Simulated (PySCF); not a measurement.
Magnetic susceptibility: `C1=C(C#C/C=N\[H])OC=C1`, C$_{7}$H$_{5}$NO

Geometry (Å), atoms numbered from 1 in this order:
```xyz
14

N     4.0674   -0.7030    0.2492
C     3.3104    0.3065    0.3088
C     1.9083    0.3289    0.1410
C     0.7110    0.2377   -0.0205
C    -0.6731    0.1872   -0.2001
C    -1.4925   -0.8905   -0.4547
C    -2.7993   -0.3715   -0.5430
C    -2.6855    0.9729   -0.3377
O    -1.4125    1.3214   -0.1307
H     3.5889   -1.5832    0.0587
H     3.7782    1.2676    0.5100
H    -1.1859   -1.9113   -0.5607
H    -3.6989   -0.9200   -0.7321
H    -3.4170    1.7569   -0.3155
```

Theory: GIAO HF/pcSseg-1 magnetisability, rotational g tensor and spin-rotation constants, non-relativistic, gas phase (PySCF). Geometry: GFN2-xTB.

Problem. How diamagnetic is it, and how anisotropic?

Solution. Isotropic -1176 × 10⁻³⁰ J/T², or -70.8 × 10⁻⁶ cm³/mol; principal values -1675, -1038, -814 × 10⁻³⁰ J/T², anisotropy 773 × 10⁻³⁰ J/T² (root of half the summed squared differences of the principal values). The susceptibility is in cgs units.

Problem. Split it along the inertial axes a, b, c into diamagnetic and paramagnetic parts about the centre of mass, with the quadrupole moment.

Solution. 
```csv
axis,χ (10⁻⁶ cm³/mol),diamagnetic (10⁻⁶ cm³/mol),paramagnetic (10⁻⁶ cm³/mol),summed x² of all electrons (Å²),quadrupole Θ (D Å)
a,-62.5,-257.9,195.3,401.1,-5.80
b,-49.0,-1750.8,1701.7,49.2,+9.79
c,-100.9,-1910.1,1809.2,11.6,-3.99
```
Anisotropies 2χaa − χbb − χcc = +24.8 and 2χbb − χaa − χcc = +65.3 × 10⁻⁶ cm³/mol. Θ is traceless in Buckingham's convention.

Problem. And the rotational g tensor?

Solution. 
| axis | rotational constant (GHz) | g | nuclear part | electronic part |
| --- | --- | --- | --- | --- |
| a | 7.6231 | -0.0999 | 0.5996 | -0.6995 |
| b | 0.6979 | -0.0166 | 0.5414 | -0.5580 |
| c | 0.6394 | +0.0028 | 0.5463 | -0.5435 |

Asymmetric top; isotopes 12C, 1H, 14N, 16O; no vibrational averaging.
